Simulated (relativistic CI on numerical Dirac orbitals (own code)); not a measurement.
Mn6+ in a cubic cluster: 3s photoemission with charge transfer

Computed with a charge-transfer multiplet model of a cubic metal-ligand cluster with up to 2 ligand holes, Slater and spin-orbit integrals from Dirac-Coulomb-Breit ions, Slater integrals scaled by 0.8. The ground state mixes d1 with configurations of k ligand holes L, whose averages lie at kΔ + k(k − 1)U_dd/2; a core hole lowers each added d electron by U_cd. 300 K, Lorentzian 1.4 eV and Gaussian 0.8 eV FWHM.

Atomic integrals in eV (Slater integrals scaled, ζ unscaled), ground: F2dd 10.611, F4dd 6.708, zeta_d 0.064; with the core hole: F2dd 10.611, F4dd 6.708, zeta_d 0.072, G2cd 10.972. Where a configuration has fewer than two d electrons, the dd integrals are those of d2.

Cluster parameters (eV): Δ = 0, U_dd = 5.3, 10Dq = 2.75, 10Dq(ligand) = 0.3, V(eg) = 2.5, V(t2g) = -1.27, final-state hopping factor = 1.

| Case | n_d | d1 | d2L | d3L2 | S |
| --- | --- | --- | --- | --- | --- |
| U_cd = 4.6 eV | 1.93 | 0.25 | 0.57 | 0.18 | 0.50 |
| U_cd = 5.2 eV | 1.93 | 0.25 | 0.57 | 0.18 | 0.50 |
| U_cd = 6.4 eV | 1.93 | 0.25 | 0.57 | 0.18 | 0.50 |
| U_cd = 7 eV | 1.93 | 0.25 | 0.57 | 0.18 | 0.50 |
| U_cd = 8.2 eV | 1.93 | 0.25 | 0.57 | 0.18 | 0.50 |

Weights, n_d and S are thermal averages at 300 K. Binding energies count from the first peak over 30 % of the highest in each spectrum, which can be another peak from case to case. The parameters are a model scan and need not match a compound or its usual spin state. Peaks in eV (height, largest 100):
- U_cd = 4.6 eV: 0.0 (100), 2.8 (26), 4.4 (32), 6.8 (25)
- U_cd = 5.2 eV: 0.0 (100), 2.6 (28), 4.4 (33), 6.9 (27), 12.7 (7)
- U_cd = 6.4 eV: 0.0 (100), 2.2 (33), 4.4 (36), 6.8 (31), 12.8 (9), 18.7 (5)
- U_cd = 7 eV: 0.0 (100), 2.0 (37), 4.4 (37), 6.8 (33), 13.0 (10), 16.8 (6), 18.8 (6)
- U_cd = 8.2 eV: 0.0 (100), 4.3 (41), 6.8 (37), 13.4 (13), 17.4 (9), 19.0 (10)

For the case U_cd = 6.4 eV, Δ = 0 eV is smaller than U_dd = 5.3 eV, the charge-transfer side of the Zaanen-Sawatzky-Allen scheme. With the core hole the configuration with one ligand hole lies at Δ − U_cd = -4.6, -5.2, -6.4, -7.0, -8.2 eV from the one without, in the order of the table; where this is negative the screened configuration lies lower, though the effective hopping of about 5.4 eV (from the holes of the mixed ground state) mixes the two strongly wherever it is as large as the gap.

With at most 2 ligand holes the space is cut while the next configuration still counts, so covalency is underestimated, and a final configuration with one more ligand hole, which can lie low, is missing from the spectra.

Without intra-shell correlation the exchange splitting of the 3s hole comes out too large.
